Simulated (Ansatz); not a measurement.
The cluster Al₂Sb⁺, relaxed as a triplet with UKS r2SCAN-D4/def2-TZVP in Ansatz, starting from the r2SCAN-D4/def2-TZVP geometry of the charge +1 singlet. Force threshold 0.02 eV/Å.

In the def2 sets Sb takes a core potential; there is no spin–orbit coupling. The structure comes from a short search, and lower isomers may exist.

Start:

| atom | x (Å) | y (Å) | z (Å) |
| --- | --- | --- | --- |
| Al1 | 0.829 | -0.995 | -0.624 |
| Al2 | -0.706 | -0.435 | 1.174 |
| Sb3 | -0.123 | 1.430 | -0.550 |

```tsv
step	energy (eV)	largest force component (eV/Å)	SCF passes
1	-19724.8171	1.012	21
2	-19725.0281	0.457	30
3	-19725.1082	0.136	29
4	-19725.1345	0.017	29
```

Force components are those of the run's own axes.

End:

```xyz
3

Al    1.043   -0.993   -0.915
Al   -0.934   -0.272    1.401
Sb   -0.109    1.265   -0.486
```

By distances, no bond broke or formed, bridged metal pairs apart. The bond that changes most is Al2–Sb3, from 2.61 to 2.57 Å (atoms count from 1). Metal–metal contacts that move far: Al1–Al2 2.43 to 3.13 Å.

No frequencies were taken in this run, so the end may be a saddle point.

Hardware: 2 threads of Arm Neoverse V2 on a shared host. Wall time 17 s.
